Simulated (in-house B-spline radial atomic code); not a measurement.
Inner levels of rubidium as electrons are removed. A shift is the extra binding of the orbital against the neutral atom ([Kr] 5s1). Computed with a radial B-spline atomic code at the basis-set limit: non-relativistic Hartree-Fock, average of the configuration, point nuclei.

This level leaves out relativity, spin-orbit splitting included, which matters for heavy ions.

```json
{"ion": "Rb6+", "configuration": "[Ar] 3d10 4s2 4p1", "shift of 2s (eV)": "90.332", "shift of 1s (eV)": "92.126", "shift of 3s (eV)": "88.326", "radius of 2s (bohr)": "0.18169", "radius of 1s (bohr)": "0.041275", "radius of 3s (bohr)": "0.51668", "Σ<r²> (bohr²)": "12.361", "change of density at nucleus (bohr⁻³)": "23.702"}
{"ion": "Rb7+", "configuration": "[Ar] 3d10 4s2", "shift of 2s (eV)": "110.88", "shift of 1s (eV)": "113.35", "shift of 3s (eV)": "108.11", "radius of 2s (bohr)": "0.18167", "radius of 1s (bohr)": "0.041274", "radius of 3s (bohr)": "0.51618", "Σ<r²> (bohr²)": "9.8146", "change of density at nucleus (bohr⁻³)": "30.192"}
{"ion": "Rb8+", "configuration": "[Ar] 3d10 4s1", "shift of 2s (eV)": "133.19", "shift of 1s (eV)": "136.5", "shift of 3s (eV)": "129.36", "radius of 2s (bohr)": "0.18167", "radius of 1s (bohr)": "0.041274", "radius of 3s (bohr)": "0.51652", "Σ<r²> (bohr²)": "7.7529", "change of density at nucleus (bohr⁻³)": "-8.5863"}
{"ion": "Rb9+", "configuration": "[Ar] 3d10", "shift of 2s (eV)": "?", "shift of 1s (eV)": "?", "shift of 3s (eV)": "?", "radius of 2s (bohr)": "?", "radius of 1s (bohr)": "?", "radius of 3s (bohr)": "?", "Σ<r²> (bohr²)": "?", "change of density at nucleus (bohr⁻³)": "?"}
{"ion": "Rb10+", "configuration": "[Ar] 3d9", "shift of 2s (eV)": "203.34", "shift of 1s (eV)": "207.1", "shift of 3s (eV)": "190.37", "radius of 2s (bohr)": "0.1816", "radius of 1s (bohr)": "0.041275", "radius of 3s (bohr)": "0.51104", "Σ<r²> (bohr²)": "5.3279", "change of density at nucleus (bohr⁻³)": "-39.437"}
{"ion": "Rb11+", "configuration": "[Ar] 3d8", "shift of 2s (eV)": "252.68", "shift of 1s (eV)": "256.05", "shift of 3s (eV)": "230.77", "radius of 2s (bohr)": "0.18151", "radius of 1s (bohr)": "0.041276", "radius of 3s (bohr)": "0.50574", "Σ<r²> (bohr²)": "4.8412", "change of density at nucleus (bohr⁻³)": "-25.037"}
{"ion": "Rb12+", "configuration": "[Ar] 3d7", "shift of 2s (eV)": "304.39", "shift of 1s (eV)": "307.5", "shift of 3s (eV)": "272.55", "radius of 2s (bohr)": "0.18139", "radius of 1s (bohr)": "0.041277", "radius of 3s (bohr)": "0.50039", "Σ<r²> (bohr²)": "4.3991", "change of density at nucleus (bohr⁻³)": "-9.4168"}
{"ion": "Rb13+", "configuration": "[Ar] 3d6", "shift of 2s (eV)": "358.44", "shift of 1s (eV)": "361.44", "shift of 3s (eV)": "315.67", "radius of 2s (bohr)": "0.18126", "radius of 1s (bohr)": "0.041278", "radius of 3s (bohr)": "0.49502", "Σ<r²> (bohr²)": "3.9954", "change of density at nucleus (bohr⁻³)": "7.4163"}
{"ion": "Rb14+", "configuration": "[Ar] 3d5", "shift of 2s (eV)": "414.77", "shift of 1s (eV)": "417.85", "shift of 3s (eV)": "360.09", "radius of 2s (bohr)": "0.18112", "radius of 1s (bohr)": "0.04128", "radius of 3s (bohr)": "0.48964", "Σ<r²> (bohr²)": "3.6253", "change of density at nucleus (bohr⁻³)": "25.455"}
{"ion": "Rb15+", "configuration": "[Ar] 3d4", "shift of 2s (eV)": "473.36", "shift of 1s (eV)": "476.7", "shift of 3s (eV)": "405.79", "radius of 2s (bohr)": "0.18095", "radius of 1s (bohr)": "0.041281", "radius of 3s (bohr)": "0.48428", "Σ<r²> (bohr²)": "3.2848", "change of density at nucleus (bohr⁻³)": "44.697"}
{"ion": "Rb16+", "configuration": "[Ar] 3d3", "shift of 2s (eV)": "?", "shift of 1s (eV)": "?", "shift of 3s (eV)": "?", "radius of 2s (bohr)": "?", "radius of 1s (bohr)": "?", "radius of 3s (bohr)": "?", "Σ<r²> (bohr²)": "?", "change of density at nucleus (bohr⁻³)": "?"}
{"ion": "Rb17+", "configuration": "[Ar] 3d2", "shift of 2s (eV)": "597.12", "shift of 1s (eV)": "601.69", "shift of 3s (eV)": "500.9", "radius of 2s (bohr)": "0.18055", "radius of 1s (bohr)": "0.041284", "radius of 3s (bohr)": "0.47366", "Σ<r²> (bohr²)": "2.6794", "change of density at nucleus (bohr⁻³)": "86.775"}
{"ion": "Rb18+", "configuration": "[Ar] 3d1", "shift of 2s (eV)": "662.24", "shift of 1s (eV)": "667.8", "shift of 3s (eV)": "550.27", "radius of 2s (bohr)": "0.18033", "radius of 1s (bohr)": "0.041285", "radius of 3s (bohr)": "0.46843", "Σ<r²> (bohr²)": "2.4093", "change of density at nucleus (bohr⁻³)": "109.61"}
{"ion": "Rb19+", "configuration": "[Ne] 3s2 3p6", "shift of 2s (eV)": "729.47", "shift of 1s (eV)": "736.31", "shift of 3s (eV)": "600.83", "radius of 2s (bohr)": "0.18008", "radius of 1s (bohr)": "0.041287", "radius of 3s (bohr)": "0.46325", "Σ<r²> (bohr²)": "2.1582", "change of density at nucleus (bohr⁻³)": "133.64"}
{"ion": "Rb20+", "configuration": "[Ne] 3s2 3p5", "shift of 2s (eV)": "793.43", "shift of 1s (eV)": "808.57", "shift of 3s (eV)": "646.74", "radius of 2s (bohr)": "0.1798", "radius of 1s (bohr)": "0.041281", "radius of 3s (bohr)": "0.45922", "Σ<r²> (bohr²)": "1.8855", "change of density at nucleus (bohr⁻³)": "161.86"}
{"ion": "Rb21+", "configuration": "[Ne] 3s2 3p4", "shift of 2s (eV)": "858.71", "shift of 1s (eV)": "882.64", "shift of 3s (eV)": "693.39", "radius of 2s (bohr)": "0.17951", "radius of 1s (bohr)": "0.041275", "radius of 3s (bohr)": "0.45526", "Σ<r²> (bohr²)": "1.625", "change of density at nucleus (bohr⁻³)": "191.05"}
{"ion": "Rb22+", "configuration": "[Ne] 3s2 3p3", "shift of 2s (eV)": "925.31", "shift of 1s (eV)": "958.51", "shift of 3s (eV)": "740.8", "radius of 2s (bohr)": "0.1792", "radius of 1s (bohr)": "0.041269", "radius of 3s (bohr)": "0.45138", "Σ<r²> (bohr²)": "1.3758", "change of density at nucleus (bohr⁻³)": "221.22"}
{"ion": "Rb23+", "configuration": "[Ne] 3s2 3p2", "shift of 2s (eV)": "?", "shift of 1s (eV)": "?", "shift of 3s (eV)": "?", "radius of 2s (bohr)": "?", "radius of 1s (bohr)": "?", "radius of 3s (bohr)": "?", "Σ<r²> (bohr²)": "?", "change of density at nucleus (bohr⁻³)": "?"}
{"ion": "Rb24+", "configuration": "[Ne] 3s2 3p1", "shift of 2s (eV)": "1062.43", "shift of 1s (eV)": "1115.67", "shift of 3s (eV)": "837.85", "radius of 2s (bohr)": "0.17855", "radius of 1s (bohr)": "0.041255", "radius of 3s (bohr)": "0.44382", "Σ<r²> (bohr²)": "0.9089", "change of density at nucleus (bohr⁻³)": "284.5"}
{"ion": "Rb25+", "configuration": "[Ne] 3s2", "shift of 2s (eV)": "1132.93", "shift of 1s (eV)": "1196.94", "shift of 3s (eV)": "887.49", "radius of 2s (bohr)": "0.17821", "radius of 1s (bohr)": "0.041248", "radius of 3s (bohr)": "0.44014", "Σ<r²> (bohr²)": "0.6901", "change of density at nucleus (bohr⁻³)": "317.62"}
```

**Question.** Fill in the row of Rb9+.

**Answer.** shift of 2s (eV): 156.43; shift of 1s (eV): 160.7; shift of 3s (eV): 151.4; radius of 2s (bohr): 0.18168; radius of 1s (bohr): 0.041274; radius of 3s (bohr): 0.51624; Σ<r²> (bohr²): 5.8667; change of density at nucleus (bohr⁻³): -52.598.

**Question.** Fill in the row of Rb16+.

**Answer.** shift of 2s (eV): 534.15; shift of 1s (eV): 537.98; shift of 3s (eV): 452.73; radius of 2s (bohr): 0.18076; radius of 1s (bohr): 0.041283; radius of 3s (bohr): 0.47895; Σ<r²> (bohr²): 2.9704; change of density at nucleus (bohr⁻³): 65.137.

**Question.** Fill in the row of Rb23+.

**Answer.** shift of 2s (eV): 993.22; shift of 1s (eV): 1036.19; shift of 3s (eV): 788.95; radius of 2s (bohr): 0.17888; radius of 1s (bohr): 0.041262; radius of 3s (bohr): 0.44756; Σ<r²> (bohr²): 1.1373; change of density at nucleus (bohr⁻³): 252.37.
